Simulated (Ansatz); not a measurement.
`[CH2][Al]([CH3])[NH2]` radical, relaxed with UKS PBE0-D4/def2-TZVP in Ansatz 0.2.0 from a PBE-D4/def2-SVP geometry. The force threshold is 0.005 eV/Å; the program also tests the step.

Charge 0, multiplicity 2.

Start:

```xyz
11

C    -1.049    1.361   -1.077
Al   -0.177    0.014    0.013
C     1.756   -0.341   -0.033
N    -1.224   -0.931    1.121
H    -2.135    1.580   -1.055
H    -0.525    2.008   -1.807
H     2.322    0.490    0.442
H     2.037   -1.275    0.497
H     2.130   -0.420   -1.076
H    -2.234   -0.813    1.228
H    -0.901   -1.673    1.747
```

Question: By how much does the energy fall, and how many steps does the optimiser take? (Estimate.)

Answer: Computed: 4.32 kJ/mol, in 5 steps, 1 of them rejected.

Question: Which bonds change most? (Estimate.)

Answer: Ansatz gave: Al2–N4 from 1.793 to 1.774 Å; C1–H5 from 1.108 to 1.089 Å; C1–H6 from 1.107 to 1.089 Å; C3–H7 from 1.112 to 1.095 Å.

Question: Give the relaxed structure. (Estimate.)

Answer: The calculation gave: 
```xyz
11

C    -1.040    1.351   -1.069
Al   -0.180    0.012    0.018
C     1.739   -0.335   -0.033
N    -1.212   -0.927    1.113
H    -2.107    1.568   -1.050
H    -0.517    1.987   -1.783
H     2.300    0.485    0.428
H     2.011   -1.253    0.495
H     2.103   -0.422   -1.061
H    -2.207   -0.809    1.214
H    -0.888   -1.657    1.727
```
